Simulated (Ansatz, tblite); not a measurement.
Isomers of Si3O4⁻ (doublet), found by a short tight-binding search and relaxed with r2SCAN-D4/def2-SVPD in Ansatz.

The xTB rows come from tblite. Correlated methods freeze 19 core orbitals.

Other spin states weren't relaxed.

A:

```xyz
7

Si    0.429   -0.059   -1.260
Si   -0.098    1.126    0.705
Si   -0.570   -1.839    0.956
O     0.372    0.233   -2.794
O    -0.133   -1.571   -0.653
O     0.445    2.403    1.424
O    -0.445   -0.293    1.621
```

B:

```xyz
7

Si   -0.819   -0.382   -1.941
Si    0.906    0.875   -0.903
Si   -0.570   -0.628    1.092
O    -1.291   -1.010   -0.318
O     0.651    0.420    0.762
O     2.071    1.871   -1.189
O    -0.948   -1.145    2.495
```

Problem. Estimate which lies lowest at each level, and how far above it the others are (kJ/mol).

Solution. 
```csv
level,A,B
GFN1-xTB,0.0,107.0
GFN2-xTB,11.4,0.0
HF/def2-SVPD,33.6,0.0
HF/def2-TZVPD,30.0,0.0
PBE-D4/def2-TZVPD,2.0,0.0
r2SCAN-D4/def2-TZVPD,10.5,0.0
PBE0-D4/def2-TZVPD,13.8,0.0
PBE-QIDH/def2-TZVPD,21.5,0.0
MP2/def2-SVPD,23.1,0.0
CCSD/def2-SVPD,20.4,0.0
CCSD(T)/def2-SVPD,15.7,0.0
```
Point groups (tolerance 0.1 Å): A C2, B Cs. Lower isomers may exist.
